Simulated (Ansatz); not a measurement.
Reaction (cleavage of the Ge–Ge bond): `[F][GeH]([Cl])[GeH3]` + `N[SiH3]` → `[SiH3][NH][GeH3]` + `[F][GeH2][Cl]`

Gas-phase electronic energies from Ansatz, PBE0-D4/def2-TZVP geometries. CBS: MP2 limit from def2 TZ/QZ plus the TZ coupled-cluster correction, frozen cores. This one scheme is used for every species. DFT in def2-TZVPP. For Ge outer-core shells are correlated without core-valence functions, which leaves a few kJ/mol of doubt a bond. Scalar relativity is left out up to krypton.

```tsv
level	ΔE (kJ/mol)
BLYP-D4	33.9
CAM-B3LYP-D4	24.5
CAM-B3LYP	25.0
CCSD/def2-SVP	9.1
CCSD(T)/def2-SVP	9.3
HF/def2-TZVPP	9.4
CCSD/def2-TZVPP	18.6
CCSD(T)/def2-TZVPP	19.1
```

Problem. What does CCSD(T)/CBS give? (An estimate is asked.)

Solution. Computed: +23.8 kJ/mol. The listed levels differ from it by 10.1, 0.7, 1.2, -14.7, -14.5, -14.4, -5.2, -4.7 kJ/mol.

Largest T1 diagnostic among the species: 0.012.

From BLYP to BHLYP (50 % exact exchange), in def2-TZVPP and without D4, ΔE moves by −12.8 kJ/mol. At CCSD(T), def2-SVP lies −14.5 kJ/mol from the extrapolated value and def2-TZVPP −4.7 kJ/mol.
